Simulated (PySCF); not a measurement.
CH2O. Atoms are numbered in the order given.

```xyz
4

C      0.0000     0.0000    -0.5246
O      0.0000     0.0000     0.6712
H      0.0000    -0.9404    -1.1112
H      0.0000     0.9404    -1.1112
```
Charge 0, spin multiplicity 1.

Coordinates come from a PBE0-D3(BJ)/def2-TZVPD optimisation.

Calculation: M06-2X/def2-TZVPD run with PySCF.

Gas-phase values at a fixed geometry.

Problem. Estimate the frontier levels, gap, dipole moment and polarisability. (The exact figures need the calculation; the answer reports its results.)

Solution. 
```json
{
 "highest_occupied_level": "-9.49 eV",
 "lowest_empty_level": "-0.21 eV",
 "orbital_gap": "9.28 eV",
 "dipole_moment": "2.44 D",
 "quadrupole, principal values (traceless, Buckingham form, about the centre of nuclear charge)": "-0.55, 0.14, 0.40 D·Å",
 "mean_static_polarisability": "17.4 bohr³ (2.57 Å³)",
 "polarisability_principal_values": "12.7, 17.5, 21.8 bohr³"
}
```
